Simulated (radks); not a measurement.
Results of a calculation; reference values are marked as such.
Valence configurations of neutral rubidium (all share [Kr]). Level of theory: Dirac Kohn-Sham, LDA (Slater exchange, Perdew-Wang correlation), spin-unpolarised, spherical densities, point nucleus; open shells fill j = l - 1/2 first (a radial shooting solver on a logarithmic mesh with Libxc functionals). Energies are relative to 5s1; eigenvalues in eV.

| valence | E (eV) | e(4d3/2) | e(5p1/2) | e(5s1/2) |
|---|---|---|---|---|
| 5s1 | 0.000 | - | - | -2.363 |
| 5s0.5 5p0.5 | 0.784 | - | -1.129 | -2.719 |
| 4d0.5 5s0.5 | 1.154 | -0.433 | - | -2.746 |
| 5p1 | 1.593 | - | -1.378 | - |
| 4d0.5 5p0.5 | 1.952 | -0.619 | -1.339 | - |
| 4d1 | 2.310 | -0.632 | - | - |

NIST lists [Kr] 5s1 as the ground configuration; this level of theory agrees among the configurations tried. The energies are those of spherical spin-averaged densities, not of single terms.
